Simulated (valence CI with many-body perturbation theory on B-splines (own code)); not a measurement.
Results of a calculation; reference values are marked as such.
## Tm⁶²⁺ in three bases

Level of theory: valence CI with perturbative core correlation (CI+MBPT): five valence electrons over a frozen Dirac-Fock core [He], a basis of 9 s, 9 p, 8 d, 6 f, 3 g, 1 h functions for each j, with the one-electron correlation potential Σ1 (screened to all orders), the two-electron term Σ2, the three-electron term Σ3, Breit, model QED; selected single and double excitations, second order for the rest, scaled by the run's own slope (own B-spline code, finite nucleus).

No measured spectrum was set against this ion. As an estimate, large intervals hold to a few tenths of a per cent, small ones and those within an open d or f shell to about a per cent. Among the levels kept, up to 4000 cm⁻¹ of a level comes from second order outside the variational space, and about a tenth of that is noise between levels of different J, which matters for small intervals.

The reference run has the lowest level (2s^2 2p1/2^2 2p3/2) J=3/2 and an ionisation energy of 14300.4 eV. Its largest variational space holds 20000 state functions.

Levels are named by their leading jj configuration (3d3/2^4 stands for four electrons in 3d with j = 3/2), which in mixed levels can hold well under half, so a name can repeat and another be missing. Letters in brackets count levels of one name in rising energy.

Changed runs:
A. basis 6 s, 6 p, 5 d, 3 f, 1 g
B. basis 5 s, 5 p, 4 d, 2 f

Excitation energies of the reference run in cm⁻¹, and shifts in cm⁻¹:

| Level | Reference | A | B |
| --- | --- | --- | --- |
| (2s^2 2p1/2 2p3/2^2) J=3/2 | 8079610 | +36 | -249 |
| (2s^2 2p1/2 2p3/2^2) J=5/2 | 8263440 | +212 | +215 |
| (2s^2 2p1/2 2p3/2^2) J=1/2 | 8640600 | +86 | +195 |
| (2s 2p1/2^2 2p3/2^2) J=5/2 | 10585800 | -61 | -378 |
| (2s 2p1/2^2 2p3/2^2) J=1/2 | 11362900 | -93 | -72 |
| (2s 2p1/2^2 2p3/2^2) J=3/2 | 11373800 | +51 | +132 |
| (2s^2 2p3/2^3) J=3/2 | 16737200 | +138 | +7.2 |
| (2s 2p1/2 2p3/2^3) J=3/2 [a] | 18869500 | -110 | -566 |
| (2s 2p1/2 2p3/2^3) J=5/2 | 19188600 | +145 | +8.9 |
| (2s 2p1/2 2p3/2^3) J=1/2 | 19651300 | +51 | -51 |
| (2s 2p1/2 2p3/2^3) J=3/2 [b] | 19724400 | +169 | +259 |
| (2p1/2^2 2p3/2^3) J=3/2 | 22490100 | -121 | -186 |
| Ionisation energy (eV) | 14300.4 | -0.011 | -0.11 |
